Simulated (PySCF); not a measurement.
Species: C5H14FNSi2.
Atom-mapped SMILES: `[CH3:1][CH2:2][Si@@H:3]([NH:4][SiH3:5])[C:6]1([F:7])[CH2:8][CH2:9]1` (hydrogens: H10, H11, H12 on C1; H13, H14 on C2; H15 on Si3; H16 on N4; H17, H18, H19 on Si5; H20, H21 on C8; H22, H23 on C9)

Geometry (GFN2-xTB, Å), atoms numbered from 1 in this order:
```
atom  x, y, z in Å
C1     2.4195   -0.6499    0.8860
C2     1.1063    0.1189    0.9666
Si3    0.1332    0.0533   -0.6622
N4    -0.7550   -1.4239   -0.7808
Si5   -0.2864   -3.0582   -0.4254
C6    -1.1918    1.4103   -0.7086
F7    -2.0832    1.2172   -1.7542
C8    -1.8012    2.0397    0.5067
C9    -0.9199    2.8480   -0.3943
H10    2.9457   -0.6225    1.8391
H11    3.0686   -0.2203    0.1269
H12    2.2355   -1.6890    0.6245
H13    0.5025   -0.2989    1.7734
H14    1.3231    1.1525    1.2407
H15    1.0357    0.2712   -1.8083
H16   -1.6057   -1.3379   -1.3142
H17    0.9009   -3.4303   -1.2022
H18    0.0152   -3.1566    1.0043
H19   -1.4394   -3.8826   -0.7825
H20   -2.8614    2.2415    0.4822
H21   -1.4293    1.7389    1.4733
H22    0.0710    3.1136   -0.0605
H23   -1.3887    3.5919   -1.0205
```

Computed at PBE0/pcSseg-1 (PySCF, non-relativistic), with Q(14N) = 0.02044 b: N4, 14N (I = 1): χzz = -3.715 MHz, η = 0.383.

Problem. Where would the pure quadrupole (NQR) lines of 14N at N4 fall for the rigid, isolated species?

Solution. From ν± = (3/4)|χ|(1 ± η/3) and ν0 = |χ|η/2: ν+ 3.142 MHz, ν− 2.431 MHz, ν0 0.711 MHz (nitrogen bridging silicon atoms).

In a crystal, neighbours and librations shift these lines. GFN2-xTB bond lengths can be off by several hundredths of an ångström, more for odd bonds, and the gradients follow them. With a basis this small, the couplings can be 20 % off.

These values come from a run that also computed NMR shieldings. The run took 96 s on an Arm Neoverse N1 with one thread, on a shared host, and the process peaked at 1.1 GiB of memory.

One conformer stands for the species.
